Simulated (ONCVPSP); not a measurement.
zinc, ONCV: configuration errors across variants

* Element: Zn (Z = 30)
* Generator: ONCVPSP 4.0.1
* Type: optimised norm-conserving Vanderbilt (ONCV)
* Functional: LDA (Perdew-Wang 92)
* Relativity: fully relativistic
* Frozen core: [Ne]
* Valence charge: 20
* Reference configuration: 3s2 3p6 3d9 (charge +3)
* Partial waves: 3s: rc 0.85 bohr, ncon 5, nbas 9, qcut 11.2 1/bohr, 2 projectors, debl 0.7 Ha; 3p: rc 0.65 bohr, ncon 4, nbas 9, qcut 12.9 1/bohr, 2 projectors, debl 3.4 Ha; 3d: rc 1.45 bohr, ncon 3, nbas 7, qcut 11.8 1/bohr, 2 projectors, debl 1.9 Ha
* Local potential: polynomial inside 0.65 bohr (lpopt 3, dvloc0 0 Ha)
* Core correction: polynomial model core, fcfact 0.55

Open shells are filled in proportion to 2j + 1.

In the s channel the program set the typed energies aside and used -6.265, 0.250 Ha. In the p channel the program set the typed energies aside and used -4.555, 0.250 Ha (j = l + 1/2; the other j can differ).

All-electron excitation energies from the reference (eV): (1) 3s2 3p6 3d10 4s2 -69.844; (2) 3s2 3p6 3d10 4s1 -59.660; (3) 3s2 3p6 3d10 -40.896; (4) 3s2 3p6 3d10 4s1.5 -65.769.

1 further variants failed, have other tests or another functional or relativity, and are left out.

Errors AE − PS in meV (a dash: test not solved or not reliable):

```tsv
change	(1)	(2)	(3)	(4)	bound ghosts	GHOST(+) flags above zero
base	+30	+50	+86	+39	none	s
s: rc 0.58; local potential polynomial inside 0.58 bohr (lpopt 3, dvloc0 0 Ha)	+31	+50	+86	+39	none	s
local potential polynomial inside 0.65 bohr (lpopt 3, dvloc0 4.5 Ha)	+30	+50	+86	+39	none	none
```

(1) Give the same row for: p: rc 0.9.

Answers

(1) +31, +50, +86, +39; bound ghosts: none; GHOST(+) flags above zero: s.
